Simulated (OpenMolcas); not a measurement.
A calculation on Br²⁺.

- Program: OpenMolcas 26.06
- Method: RASSCF
- Basis: ANO-RCC-VQZP [7s6p4d2f1g]
- Scalar Hamiltonian: DKH2, point nucleus
- Active space: 3 electrons in 9 orbitals (RAS2 4p; RAS3 4d 5s, at most 1 electron)
- State averaging: 2S+1 = 4 odd, 1 root; 2S+1 = 2 odd, 8 roots; 2S+1 = 4 even, 18 roots; 2S+1 = 2 even, 54 roots
- Spin-orbit coupling: RASSI with atomic mean-field integrals over the reference wave functions, term energies averaged over their components

Task: Which level of the active space comes out lowest?

Result: 4s² 4p³ ⁴S°_3/2, with 99 % of that term; it is also the measured ground level.

Task: How high does 4s² 4p² 4d ⁴D_5/2 lie?

Result: 145606 cm⁻¹ above the lowest level.

Task: How high does 4s² 4p² 4d ⁴D_3/2 lie?

Result: 144919 cm⁻¹ above the lowest level.

Task: How high does 4s² 4p³ ²P°_1/2 lie?

Result: 34150 cm⁻¹ above the lowest level; measured 26915 cm⁻¹ above the ground level, so the calculation is off by +27 %.

Measured values: Moore, Atomic Energy Levels, vol. II, NSRDS-NBS 35 (1971 reprint of NBS Circular 467, 1952).

ANO sets are built for valence states and can reach diffuse excited orbitals poorly, and with the s shell closed the s pⁿ⁺¹ terms that mix with these levels are absent. With the s shell closed, the reference lacks s² → p² mixing. Measured partners are found by configuration, term and J. A level has none where our copy of the source lacks it or the pairing is in doubt (some pairs that miss far off the trend of their configuration count as doubtful), and it then counts in no deviation. Levels of configurations outside the active space are missing.

° marks odd parity.
